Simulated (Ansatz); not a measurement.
Molecule: C$_{2}$H$_{7}$O$_{2}$Si, charge -1, multiplicity 1. It need not be the lowest isomer of its formula. Whether it binds its extra electron was not tested at this geometry. SMILES: C[Si](C)([O-])O
Geometry from a B3LYP-D3(BJ)/def2-TZVP (Ansatz, a program for electronic structure) optimisation:
```
Si
O 1 1.5539
O 1 1.7129 2 114.22
H 3 0.9613 1 111.69 2 -180.00
C 1 1.9191 2 115.57 3 -119.33
H 5 1.0942 1 109.73 2 58.19
H 5 1.0947 6 107.60 1 120.45
H 5 1.0976 6 107.88 7 115.85
C 1 1.9191 2 115.57 3 119.33
H 9 1.0942 1 109.73 2 -58.19
H 9 1.0947 10 107.60 1 -120.45
H 9 1.0976 10 107.88 11 -115.85
```
Charge -1, spin multiplicity 1.

Parts of the frozen-core correlation energy in 6-31G* (Ansatz, hartree). Frozen orbitals: 9; correlated occupied orbitals by spin: 16 and 16; virtual: 68 and 68. No spin-orbit coupling. Non-relativistic.

| term | value |
|---|---|
| reference (HF) | -518.54409 |
| MP2 opposite-spin | -0.53512 |
| MP2 same-spin | (withheld) |
| CCSD correlation | (withheld) |
| (T) | (withheld) |
| T1 diagnostic | 0.013 |
| largest doubles amplitude | 0.020 |

Task: Some entries are withheld; supply them.

Result: 
- MP2 same-spin, value: -0.18220
- CCSD correlation, value: -0.75752
- (T), value: -0.01800
